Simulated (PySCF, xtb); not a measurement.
AlBr₂, SMILES [Br][Al+][Br], charge +1.

Harmonic wavenumbers (cm⁻¹) from GFN2-xTB (xtb) at its own minimum, in rising order: 164, 164, 260, 698.

### Question
What does PySCF 2.14.0 with PBE-D3(BJ)/def2-TZVP give at its own minimum? (The exact figures need the calculation; the answer reports its results.)

### Answer
109, 109, 247, 650. Paired by order, the mean absolute difference is 43 cm⁻¹ and the zero-point energies are 1.8 and 1.6 kcal/mol.
